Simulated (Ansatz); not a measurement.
C4H10O2, triplet, at the geometry of the source list (a higher spin typed on purpose: for a closed-shell molecule this is an excited state); CAM-B3LYP/STO-3G run with Ansatz (an electronic-structure program).

Here is a job for Ansatz.
Ansatz 0.2 input:
```yaml
crystal:
  periodic: [false, false, false]
  atoms:
    - {symbol: C, position_ang: [2.54090000, 0.44440000, -0.00820000]}
    - {symbol: O, position_ang: [1.37100000, -0.18980000, 0.43580000]}
    - {symbol: C, position_ang: [0.22760000, 0.17020000, -0.31120000]}
    - {symbol: C, position_ang: [-0.97310000, -0.56690000, 0.29040000]}
    - {symbol: C, position_ang: [-2.25710000, -0.24300000, -0.46130000]}
    - {symbol: O, position_ang: [-1.14140000, -0.19520000, 1.63950000]}
    - {symbol: H, position_ang: [2.45520000, 1.53540000, 0.06930000]}
    - {symbol: H, position_ang: [3.34660000, 0.09480000, 0.63380000]}
    - {symbol: H, position_ang: [2.76200000, 0.18360000, -1.05040000]}
    - {symbol: H, position_ang: [0.06420000, 1.25710000, -0.25040000]}
    - {symbol: H, position_ang: [0.35690000, -0.10640000, -1.36760000]}
    - {symbol: H, position_ang: [-0.76740000, -1.64900000, 0.23140000]}
    - {symbol: H, position_ang: [-2.45540000, 0.82340000, -0.40320000]}
    - {symbol: H, position_ang: [-2.17160000, -0.53950000, -1.50240000]}
    - {symbol: H, position_ang: [-3.08510000, -0.77370000, -0.00230000]}
    - {symbol: H, position_ang: [-0.27340000, -0.24560000, 2.05670000]}
basis:
  gaussian:
    orbitals: STO-3G
hamiltonian:
  xc: cam_b3lyp
magnetization: {spin_polarized: true, initial_magnetization: 2}
accuracy: high
```

### Question
What does Ansatz print? Leave out banner, timings and long lists.

### Answer

```
Functional definition: CAM-B3LYP
883 factors; integrals over basis functions are off by at most 5.9e-9 eV
342 factors; integrals over basis functions are off by at most 7.8e-10 eV
mean field evaluation 1: about -8278.8253 eV, gradient 1.8e1 eV
mean field evaluation 2: about -8266.8058 eV, gradient 4.3e1 eV
mean field evaluation 4: about -8281.7179 eV, gradient 4.2e0 eV
mean field evaluation 8: about -8282.0279 eV, gradient 2.9e-1 eV
mean field evaluation 16: about -8282.0332 eV, gradient 1.9e-3 eV
mean field evaluation 32: about -8282.0332 eV, gradient 4.4e-8 eV
mean field -8282.03321074 eV, -304.3591067309 hartree, gradient 4.4e-8 eV, S^2 2.001867; 0 other end points of the search recorded, 0 dependent functions left out
reference -8282.03323041 eV, -304.3591074539 hartree; 26, 24 occupied and 14, 16 virtual orbitals, 883 factors
Total energy: -8282.03323041 eV, -304.3591074539 hartree
```
